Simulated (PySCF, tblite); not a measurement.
**Question.** Give a GFN2-xTB geometry of `CP(C)P(C(F)(F)F)C(F)(F)F`.

**Answer.** 
```
atom  x, y, z in Å
C1     1.9601    1.2084    0.3503
P2     0.7104   -0.0807    0.7992
C3     1.5719   -1.5544    0.0802
P4    -0.6383    0.2797   -0.9013
C5    -1.7764   -1.1796   -0.5178
F6    -1.7415   -1.6040    0.7513
F7    -3.0488   -0.9147   -0.8138
F8    -1.4011   -2.2216   -1.2764
C9    -1.6924    1.5438    0.0284
F10   -2.1201    1.1388    1.2265
F11   -2.7667    1.8982   -0.6806
F12   -0.9717    2.6584    0.2284
H13    2.2947    1.1094   -0.6801
H14    1.5424    2.2005    0.5066
H15    2.8120    1.0877    1.0170
H16    2.4382   -1.7664    0.7047
H17    1.9031   -1.3757   -0.9413
H18    0.9155   -2.4216    0.1071
```

Any rigid rotation of these coordinates is as good. Atoms count from 1 in this order. Of the pairs four or more bonds apart, F6···F10 is among the closest relative to their van der Waals radii: 2.81 Å, 96 % of the sum of Bondi's values. P4 (three-coordinate phosphorus) is pyramidal (angles 94.9°, 94.6° and 94.1°, sum 283.6°, 1.05 Å off the plane of its three neighbours). P2 (three-coordinate phosphorus) is pyramidal (angles 98.4°, 96.6° and 96.5°, sum 291.5°, 0.97 Å off the plane of its three neighbours). The 4 C–P bonds span 1.851 Å (C1–P2, drawn single) to 1.890 Å (P4–C9, drawn single), a spread of 0.039 Å.

Bonds between heavy atoms (Å): C1–P2 1.851, P2–C3 1.852, P2–P4 2.200, P4–C5 1.890, C5–F6 1.339, C5–F7 1.333, C5–F8 1.342, P4–C9 1.890, C9–F10 1.335, C9–F11 1.335, C9–F12 1.342.

Structure optimised with GFN2-xTB, isolated species.

Point group: C1 (no symmetry element, even within 0.4 Å). Its GFN2-xTB frequencies are all real (lowest 29 cm⁻¹). The numbers are those of one conformer (C1–P2–P4–C5 174°). 3 starts were optimised and ended at 0.00, 0.20 and 3.40 kcal/mol (GFN2-xTB); the lowest of these is shown.

All values are computed, not measured.
